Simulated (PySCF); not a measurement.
Harmonic spectrum computed at PBE0 in the def2-TZVP basis family (core potentials from Rb on, PySCF, no spin–orbit coupling):

```json
{"symmetry": "πu", "ω (cm⁻¹)": "67", "IR (km/mol, summed over degenerate members)": "10.0"}
{"symmetry": "σg+", "ω (cm⁻¹)": "879", "IR (km/mol, summed over degenerate members)": "0.0"}
{"symmetry": "σu+", "ω (cm⁻¹)": "963", "IR (km/mol, summed over degenerate members)": "5.1"}
```

Q: Which molecule gave it? In each, all ligands are bound to the one heavy central atom.
A. SO₂²⁺ (singlet)
B. WO₂²⁺ (singlet)
C. TeO₂²⁺ (singlet)
D. SeO₂²⁺ (singlet)

A: C. It has D∞h symmetry with Te–O 1.739 Å (×2).
